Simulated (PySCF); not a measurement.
B(F)(GeH3)(OH) (BFGeH4O), SMILES O[B](F)[GeH3].

Geometry optimised at r2SCAN-D4/def2-SVP. Other conformers were not sampled.

Two levels are set side by side: PBE/def2-TZVP (PySCF) and M06-2X/def2-TZVP (PySCF). Same geometry, gas phase. Differences are taken from unrounded values.

```json
[
 {"quantity": "orbital gap (eV)", "M06-2X": "10.29", "PBE": "6.01", "PBE minus M06-2X": "-4.28"},
 {"quantity": "highest occupied level (eV)", "M06-2X": "-9.86", "PBE": "-7.39", "PBE minus M06-2X": "2.47"},
 {"quantity": "lowest empty level (eV)", "M06-2X": "0.43", "PBE": "-1.38", "PBE minus M06-2X": "-1.81"},
 {"quantity": "dipole moment (D)", "M06-2X": "1.37", "PBE": "1.51", "PBE minus M06-2X": "0.14"},
 {"quantity": "mean polarisability (bohr³)", "M06-2X": "49.2", "PBE": "52.1", "PBE minus M06-2X": "2.9"}
]
```

Without exact exchange PBE keeps part of each electron's self-repulsion, which lifts occupied levels and narrows the gap. Loosely held outer electrons make PBE densities more polarisable. Differences between two approximate levels are no errors against the true value.

Rough cost on one machine, each run with all the roots and properties that it gave: M06-2X against PBE about 4 times.
